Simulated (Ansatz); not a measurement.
C$_{2}$H$_{7}$FSn (`C[CH2][SnH2][F]`). The species carries charge 0 and has multiplicity 1. Sn takes the def2 core potential. Geometry: relaxed with PBE0-D4/def2-TZVP. It is one conformer, not always the lowest.

```xyz
11

C     0.658   -0.079    1.335
C     0.761   -0.326   -0.164
Sn   -0.969    0.355   -1.217
F    -2.420   -0.547   -0.310
H     0.590    0.987    1.566
H     1.536   -0.470    1.858
H    -0.223   -0.564    1.760
H     1.634    0.172   -0.594
H     0.860   -1.391   -0.385
H    -1.320    2.014   -1.006
H    -1.106   -0.150   -2.842
```

(1) What is the dipole moment at PBE/def2-TZVPP? (An estimate is asked.)

(2) And with r2SCAN, B3LYP, ωB97M-V? (An estimate is asked.)

(3) Give the Mulliken charges with PBE, r2SCAN, ωB97M-V in def2-TZVPP. (Estimate.)

Answers

(1) Computed: 2.94 D, with components (2.78, 0.79, -0.55) D in this frame, pointing from negative to positive charge.

(2) Computed: r2SCAN 3.03 D, B3LYP 3.09 D, ωB97M-V 3.08 D.

(3) Ansatz gave: 
```json
{"atom": "C1", "PBE": "-0.27", "r2SCAN": "-0.14", "ωB97M-V": "-0.32"}
{"atom": "C2", "PBE": "-0.39", "r2SCAN": "-0.32", "ωB97M-V": "-0.45"}
{"atom": "Sn3", "PBE": "0.88", "r2SCAN": "0.91", "ωB97M-V": "0.86"}
{"atom": "F4", "PBE": "-0.47", "r2SCAN": "-0.51", "ωB97M-V": "-0.51"}
{"atom": "H5", "PBE": "0.09", "r2SCAN": "0.05", "ωB97M-V": "0.11"}
{"atom": "H6", "PBE": "0.09", "r2SCAN": "0.05", "ωB97M-V": "0.11"}
{"atom": "H7", "PBE": "0.11", "r2SCAN": "0.07", "ωB97M-V": "0.13"}
{"atom": "H8", "PBE": "0.11", "r2SCAN": "0.08", "ωB97M-V": "0.13"}
{"atom": "H9", "PBE": "0.11", "r2SCAN": "0.09", "ωB97M-V": "0.14"}
{"atom": "H10", "PBE": "-0.13", "r2SCAN": "-0.13", "ωB97M-V": "-0.10"}
{"atom": "H11", "PBE": "-0.13", "r2SCAN": "-0.13", "ωB97M-V": "-0.09"}
```

B3LYP here is the variant with VWN-RPA as its local correlation; programs differ in this.
